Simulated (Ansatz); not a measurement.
```xyz
14

N    -1.127    0.381   -2.124
C    -0.349    1.092   -1.425
C    -0.420    1.364    0.038
Si    0.812    0.281    0.996
Si    0.369   -1.989    0.637
H    -1.890    0.007   -1.554
H     0.506    1.540   -1.944
H    -1.424    1.162    0.424
H    -0.171    2.408    0.251
H     2.197    0.606    0.553
H     0.702    0.607    2.445
H     0.711   -2.384   -0.753
H    -1.078   -2.258    0.870
H     1.161   -2.817    1.586
```

The species carries charge 0 and has multiplicity 1.

Question: List the ωB97M-V/def2-TZVPP orbital energies in eV (Ansatz). (Estimate.)

Answer: Ansatz gave: Occupied: -1807.09, -1806.88, -394.32, -282.93, -281.77, -148.19, -148.01, -102.30, -102.30, -102.30, -102.11, -102.11, -102.11, -28.19, -23.51, -19.41, -18.47, -16.76, -15.79, -15.44, -13.57, -13.25, -12.49, -12.13, -11.84, -10.86, -10.31, -10.01. Lowest empty: 1.53, 1.67, 2.10, 2.20, 2.55, 2.93, 3.24, 3.44.
